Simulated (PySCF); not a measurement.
Isomers of C5H4F3NS, one GFN2-xTB conformer each. Single-point energies are computed at PBE0/pcSseg-1 (PySCF, gas phase, no added dispersion term), electronic only.

Question: Rank them by PBE0/pcSseg-1 energy, lowest first (kcal/mol).
A. `[CH3:1][S:2]/[C:3]([F:4])=[C:5](\[C:6]#[N:7])[CH:8]([F:9])[F:10]` with C1–S2–C3–F4 0°, C3–C5–C8–F9 -121°
B. `Cc1cc(C(F)(F)F)ns1`

Answer: B (0.0), A (34.5).

As drawn, the lower has an aromatic ring, which the higher lacks; the higher has a C≡N group and a C=C bond outside aromatic rings, which the lower lacks. GFN2-xTB itself gives, in the same order: 0.0, 47.8. Both levels put the same isomer lowest.

Q: Which frontier levels, dipoles and rotational constants go with these structures?

A: 
```tsv
SMILES	HOMO (eV, PBE0/pcSseg-1)	LUMO (eV)	dipole (D)	A, B, C (MHz)
Cc1cc(C(F)(F)F)ns1	-8.05	-1.52	4.85	2462, 722.3, 621.0
CS/C(F)=C(\C#N)C(F)F	-7.46	-1.75	6.83	1867, 717.1, 572.3
```
